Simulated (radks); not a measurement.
Trend from Rb+ to Xe+: ionisation energy by Delta-SCF between NIST ground configurations, and size. Calculated with a radial shooting solver on a logarithmic mesh with Libxc functionals: Dirac Kohn-Sham, PBE, spin-unpolarised, spherical densities, point nucleus; open shells fill j = l - 1/2 first.

species      configuration  configuration of the ion  IE (eV)  NIST (eV)       kind   -e(HOMO) (eV)  outermost  <r> outermost (bohr)  r at 0.001 e/bohr^3 (bohr)
Rb+                   [Kr]         [Ar] 3d10 4s2 4p5   27.289     27.290       exp.  21.360 (4p3/2)      4p3/2                  1.73                        3.64
Sr+               [Kr] 5s1                      [Kr]   11.005     11.030       exp.   8.347 (5s1/2)      5s1/2                  3.90                        4.47
Zr+           [Kr] 4d2 5s1                  [Kr] 4d2   12.923     13.130       exp.   9.927 (5s1/2)      5s1/2                  3.43                        4.48
Nb+               [Kr] 4d4                  [Kr] 4d3   14.080     14.320  semi-emp.   9.331 (4d3/2)      4d3/2                  2.05                        4.08
Mo+               [Kr] 4d5                  [Kr] 4d4   15.290       16.2  semi-emp.  10.260 (4d5/2)      4d5/2                  1.91                        4.00
Tc+           [Kr] 4d5 5s1                  [Kr] 4d5   14.827     15.260  semi-emp.  11.370 (5s1/2)      5s1/2                  3.04                        4.22
Ru+               [Kr] 4d7                  [Kr] 4d6   17.988       16.8  semi-emp.  12.364 (4d5/2)      4d5/2                  1.65                        3.83
Rh+               [Kr] 4d8                  [Kr] 4d7   19.298     18.080  semi-emp.  13.390 (4d5/2)      4d5/2                  1.56                        3.75
Pd+               [Kr] 4d9                  [Kr] 4d8   20.590       19.4  semi-emp.  14.406 (4d5/2)      4d5/2                  1.47                        3.67
Ag+              [Kr] 4d10                  [Kr] 4d9   21.868     21.484       exp.  15.415 (4d5/2)      4d5/2                  1.40                        3.59
Cd+          [Kr] 4d10 5s1                 [Kr] 4d10   17.127     16.908       exp.  13.057 (5s1/2)      5s1/2                  2.65                        3.86
In+          [Kr] 4d10 5s2             [Kr] 4d10 5s1   19.236     18.870       exp.  14.923 (5s1/2)      5s1/2                  2.48                        3.99
Sn+      [Kr] 4d10 5s2 5p1             [Kr] 4d10 5s2   14.350     14.633       exp.  10.559 (5p1/2)      5p1/2                  2.84                        4.19
Sb+      [Kr] 4d10 5s2 5p2         [Kr] 4d10 5s2 5p1   16.384      16.63       exp.  12.315 (5p1/2)      5p1/2                  2.61                        4.24
Te+      [Kr] 4d10 5s2 5p3         [Kr] 4d10 5s2 5p2   17.451       18.6       exp.  13.255 (5p3/2)      5p3/2                  2.52                        4.23
I+       [Kr] 4d10 5s2 5p4         [Kr] 4d10 5s2 5p3   19.347     19.131       exp.  14.896 (5p3/2)      5p3/2                  2.36                        4.18
Xe+      [Kr] 4d10 5s2 5p5         [Kr] 4d10 5s2 5p4   21.222     20.975  semi-emp.  16.526 (5p3/2)      5p3/2                  2.22                        4.11

Reference values: NIST Atomic Spectra Database (exp. = measured, semi-emp. = semi-empirical, theory = theoretical value adopted there). Spin polarisation and multiplet splitting are left out, so open shells lie too high by an amount that depends on their filling.

Beside tabulated values, note that spin-unpolarised runs miss the spin-polarisation part of the exchange energy of open shells.
